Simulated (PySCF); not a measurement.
## Radial density of Sn⁺ (tin, charge +1)

PBE, [Kr] 4d10 5s2 5p1, 2P determinant. Computed with PySCF 2.14 in x2c-TZVPall (8s6p4d2f, 60 functions), with scalar relativity by spin-free X2C-1e.

```tsv
r (bohr)	4πr²ρ (e/bohr)	4πr²(ρα − ρβ)
0.0266	61.46	0.0039
0.0448	56.28	0.0107
0.0754	78.81	0.0112
0.127	68.73	-0.0049
0.213	62.03	0.0175
0.359	50.45	0.0034
0.603	20.51	0.0503
1.01	18.61	-0.0134
1.71	4.389	0.2567
2.87	1.132	0.3872
4.83	0.1022	0.0730
8.12	0.001056	0.0010
```

Densities and radii are taken from the X2C orbitals without a picture-change correction, which distorts them close to the nucleus.

Problem. Where is the radial spin density 4πr²(ρα − ρβ) most negative, and why is it negative at all?

Solution. Around r = 1.01 bohr, down to -0.0134 e/bohr: exchange with the open shell polarises the paired shells in an unrestricted calculation.
